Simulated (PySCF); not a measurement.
SiH2Cl2, SMILES Cl[SiH2]Cl. Geometry optimised at B3LYP-D3(BJ)/def2-TZVP. The isomer is the one that the SMILES or the coordinates give; other isomers of the formula were not compared.

Task: Give the equilibrium geometry at B3LYP-D3(BJ)/def2-TZVP (PySCF confirms it by a frequency run) as a Z-matrix, and its point group. (The exact figures need the calculation; the answer reports its results.)

Result: point group C2v.
```
Si
H 1 1.4700
H 1 1.4700 2 112.80
Cl 1 2.0521 2 108.47 3 120.19
Cl 1 2.0521 2 108.47 3 -120.19
```
